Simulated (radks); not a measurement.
Charge is removed step by step from the 2p (averaged over the sub-levels emptied) level of Re, starting from [Xe] 4f14 5d5 6s2. Method: Dirac Kohn-Sham, BLYP, spin-unpolarised, spherical densities, point nucleus; open shells are shared between the two j in proportion to 2j + 1; computed with a radial shooting solver on a logarithmic mesh with Libxc functionals.

[
 {"removed (e)": "0", "E - E(0) (eV)": "0.000", "eigenvalue (eV)": "-10903.8", "E minus straight line (eV)": "0.000"},
 {"removed (e)": "0.1", "E - E(0) (eV)": "1091.6", "eigenvalue (eV)": "-10927.3", "E minus straight line (eV)": "-10.627"},
 {"removed (e)": "0.2", "E - E(0) (eV)": "2185.5", "eigenvalue (eV)": "-10950.8", "E minus straight line (eV)": "-18.906"},
 {"removed (e)": "0.3", "E - E(0) (eV)": "3281.7", "eigenvalue (eV)": "-10974.4", "E minus straight line (eV)": "-24.832"},
 {"removed (e)": "0.4", "E - E(0) (eV)": "4380.3", "eigenvalue (eV)": "-10998.0", "E minus straight line (eV)": "-28.399"},
 {"removed (e)": "0.5", "E - E(0) (eV)": "5481.3", "eigenvalue (eV)": "-11021.6", "E minus straight line (eV)": "-29.602"},
 {"removed (e)": "0.6", "E - E(0) (eV)": "6584.7", "eigenvalue (eV)": "-11045.3", "E minus straight line (eV)": "-28.437"},
 {"removed (e)": "0.7", "E - E(0) (eV)": "7690.4", "eigenvalue (eV)": "-11069.1", "E minus straight line (eV)": "-24.899"},
 {"removed (e)": "0.8", "E - E(0) (eV)": "8798.5", "eigenvalue (eV)": "-11092.9", "E minus straight line (eV)": "-18.983"},
 {"removed (e)": "0.9", "E - E(0) (eV)": "9909.0", "eigenvalue (eV)": "-11116.8", "E minus straight line (eV)": "-10.685"},
 {"removed (e)": "1", "E - E(0) (eV)": "11021.8", "eigenvalue (eV)": "-11140.6", "E minus straight line (eV)": "0.000"}
]

Removing the whole electron costs 11021.8 eV by Delta-SCF, against 10903.8 eV from minus the eigenvalue at the starting occupation. Slater's transition state (half an electron removed) gives 11021.6 eV. Integrating minus the eigenvalue over the occupation (Janak's theorem) gives 11021.8 eV. The mean slope of the eigenvalue, de/dn, is 237 eV per electron.
